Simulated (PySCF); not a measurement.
Input file for PySCF: R-MP2/6-31G* on H4Si2 (SMILES [SiH][SiH3]), a point of a torsion scan.

```python
from pyscf import gto, scf, dft, mp
from pyscf.data.elements import chemcore

mol = gto.M(
    atom='''
    Si    1.50742341   -0.90647880   -0.07025444
    Si   -0.54594534    0.08488780   -0.01296289
    H     2.46920522    0.23863893    0.03110099
    H    -0.93742004    1.47766219   -0.29089651
    H    -1.08915299   -0.17888004    1.33326134
    H    -1.39204479   -0.69052440   -0.94128766
    ''',
    basis='6-31g*',
    cart=True,
    charge=0, spin=0, verbose=3, max_memory=1800)
mf = scf.RHF(mol)
mf.conv_tol = 1e-8
mf.max_cycle = 100
mf.kernel()
if not mf.converged:
    mf = mf.newton().run(mf.mo_coeff, mf.mo_occ)
pt = mp.MP2(mf, frozen=chemcore(mol)).run()
```

The log:

```
converged SCF energy = -580.072400229564
E(RMP2) = -580.219030595444  E_corr = -0.146630365880382
E(SCS-RMP2) = -580.229580522705  E_corr = -0.157180293141248
```

The run converged.

Cost: roughly 0.5 core-seconds.
